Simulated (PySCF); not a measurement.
**Finite-field polarisability of Cl (chlorine, neutral)**

[Ne] 3s2 3p5, 2P determinant. Computed with PySCF 2.14 in def2-TZVPPD, with no relativity, point nucleus. Frozen: [Ne]. Energy changes in a uniform field (μhartree):

| axis | F (au) | HF | MP2 | CCSD | CCSD(T) |
| --- | --- | --- | --- | --- | --- |
| x | 0.0039 | -99.097 | -100.499 | -100.004 | -100.438 |
| x | 0.0078 | -396.458 | -402.085 | -400.108 | -401.845 |
| y | 0.0037 | -101.327 | -103.650 | -103.068 | -103.743 |
| y | 0.0074 | -405.465 | -414.786 | -412.455 | -415.165 |

By symmetry the remaining axis equals y.

Task: Derive α along x at CCSD(T) from the two fields.

Result: With ΔE = −αF²/2 − γF⁴/24, α = −(16 ΔE(F) − ΔE(2F))/(6F²) = 13.21 bohr³.

Task: And the mean polarisability at each level?

Result: The components xx, yy, zz at CCSD(T) are 13.21, 15.15, 15.15, the third axis being equal by symmetry to one of the two computed. Means: HF 14.21, MP2 14.50, CCSD 14.42, CCSD(T) 14.50 bohr³. Reference: 14.6 ± 0.1 bohr³ (recommended; Schwerdtfeger and Nagle, table of static dipole polarizabilities (2023 update)).
